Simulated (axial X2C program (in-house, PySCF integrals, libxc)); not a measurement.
# Spin–orbit effects along a row: molecules with F (ions), CCSD(T)

Computed with an axial X2C code built on PySCF integrals, spin-free (one-electron X2C) or two-component (2c: spin–orbit coupling with atomic mean-field Coulomb and Gaunt terms, which also bring small scalar terms), in Dyall basis sets with cores contracted in-house; open shells are unrestricted.

Basis sets: F dyall-av3z, Ru dyall-cv3z, Sb dyall-cv3z, Sn dyall-cv3z, Sr dyall-cv3z, Tc dyall-cv3z, Y dyall-cv3z. Frozen shells (counts by l): SrF⁺ Sr 4s3p1d, F 1s, 8 electrons correlated; YF⁺ Y 4s3p1d, F 1s, 9 electrons correlated; TcF⁺ Tc 4s3p1d, F 1s, 13 electrons correlated; RuF⁺ Ru 4s3p1d, F 1s, 14 electrons correlated; SnF⁺ Sn 4s3p2d, F 1s, 10 electrons correlated; SbF⁺ Sb 4s3p2d, F 1s, 11 electrons correlated. Coupled cluster in natural virtuals with an MP2 remainder. Where the outer core of a metal is frozen, bonds come out longer and ionisation energies lower. Frozen cores can differ along the series, which adds to the trend.

```
molecule   spin-free state  Re (Å)  ωe (cm⁻¹)  De (eV)  2c state  Re 2c (Å)  ωe 2c (cm⁻¹)  De 2c (eV)
    SrF⁺    M_S = 0, Λ = 0   2.041      556.8     5.80     Ω = 0      2.041         556.8        5.78
     YF⁺  M_S = 1/2, Λ = 0   1.904      683.9      n/a   Ω = 1/2      1.904         683.8         n/a
    TcF⁺  M_S = 5/2, Λ = 0   1.866      666.9     3.88   Ω = 5/2      1.867         666.8        3.86
    RuF⁺    M_S = 2, Λ = 2   1.831      707.5      n/a     Ω = 4      1.831         708.5         n/a
    SnF⁺    M_S = 0, Λ = 0   1.884      688.4     5.15     Ω = 0      1.885         688.0        4.83
    SbF⁺  M_S = 1/2, Λ = 1   1.856      718.2     4.26   Ω = 1/2      1.859         714.7         n/a
```

Fragments in 2c: Sr+ + F, Y+ + F, Tc+ + F, Ru+ + F, Sn+ + F, Sb+ + F. Each entry is the lowest single determinant of a limited PBE0 search at one distance. De goes to single-determinant-based atoms at the same level (for ions the charge split of lowest energy) and is withheld (n/a) where an atom does not fit its ground term or J level. Main or longest-lived isotopes. One determinant is a doubtful description, or other states lie close, for TcF⁺, RuF⁺; these need not be ground states, and all values refer to the states named. Some open-shell Ω = 0 determinants are out of reach, so the Ω given for RuF⁺ need not be the lowest component. With several unpaired electrons the Ω given is that of one determinant, not necessarily of the lowest component.
